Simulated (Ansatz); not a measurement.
## Worked example: a bond strength in SiNH4O2 (SMILES N[Si](O)O)

SiNH4O2 has 8 atoms, charge 0, and is taken as a doublet. SMILES: `N[Si](O)O`. Geometry: optimised at PBE0/def2-SVP. This is one conformer, not always the lowest.

```tsv
atom	x (Å)	y (Å)	z (Å)
N	-0.5021	1.2769	0.1282
Si	0.0960	-0.2439	-0.3827
O	1.6593	-0.2895	0.2096
O	-0.9674	-1.3479	0.2862
H	0.0707	2.1094	0.0659
H	-1.4941	1.4787	0.1116
H	2.2554	-0.8592	-0.2853
H	-1.0257	-2.1818	-0.1892
```

Wanted: the dissociation energy of the O4–Si2 bond into doublet OH and singlet SiNH3O (shapes relaxed at PBE0/def2-SVP, no zero-point term). 1 Eh = 2625.50 kJ/mol = 27.2114 eV. Totals in Eh; open shells run unrestricted unless said.

| level | program | SiNH4O2 | doublet OH | singlet SiNH3O |
| --- | --- | --- | --- | --- |
| UPBE0-D4/def2-SVP | Ansatz | -496.572222 | -75.587748 | -420.858553 |
| U-wB97M-V/def2-SVP | Ansatz | -496.820811 | -75.638766 | -421.061356 |
| RPA@PBE/def2-SVP, 8 core orbitals frozen | Ansatz | -496.181998 | -75.572080 | -420.511522 |

**Question.** Work out the dissociation energy at each level.

**Answer.** 
1. UPBE0-D4/def2-SVP: (-75.587748) + (-420.858553) − (-496.572222) = 0.125921 Eh = 330.6 kJ/mol = 3.43 eV.
2. U-wB97M-V/def2-SVP: (-75.638766) + (-421.061356) − (-496.820811) = 0.120689 Eh = 316.9 kJ/mol = 3.28 eV.
3. RPA@PBE/def2-SVP: (-75.572080) + (-420.511522) − (-496.181998) = 0.098396 Eh = 258.3 kJ/mol = 2.68 eV.

The levels span 258 to 331 kJ/mol; no measured value is set beside them. A fragment with an even electron count was run as a singlet and may have a lower triplet. A bond enthalpy at 298 K also holds the loss of zero-point energy and thermal terms.
